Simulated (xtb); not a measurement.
H₈NSi₂ (SMILES [SiH3][NH2+][SiH3]), charge +1, singlet, at a GFN2-xTB geometry. Base run: GFN0-xTB run with xtb 6.7.1.

Geometry (Å):
```xyz
11

Si     1.5469     0.5809    -0.0049
N      0.1659    -0.7035    -0.1329
Si    -1.6399    -0.1864     0.0794
H      2.7327    -0.2360    -0.2268
H      1.1908     1.4931    -1.0807
H      1.3563     1.0728     1.3508
H      0.3607    -1.4382     0.5467
H      0.2528    -1.1642    -1.0382
H     -1.7919     0.7750    -1.0018
H     -1.6264     0.3547     1.4298
H     -2.3338    -1.4558    -0.0927
```
Charge +1, spin multiplicity 1.
All else is at xtb's defaults.
Base energy -9.39449 Eh.

The base run was repeated with changes; each row names its change, and settings that it needs were set with it.

| change | ΔE vs base (kJ/mol) | HOMO-LUMO gap (eV) |
|---|---|---|
| base | 0.00 | 5.65 |
| acc = 0.0001 | 0.00 | 5.65 |
| etemp = 5000 | -0.57 | 5.65 |
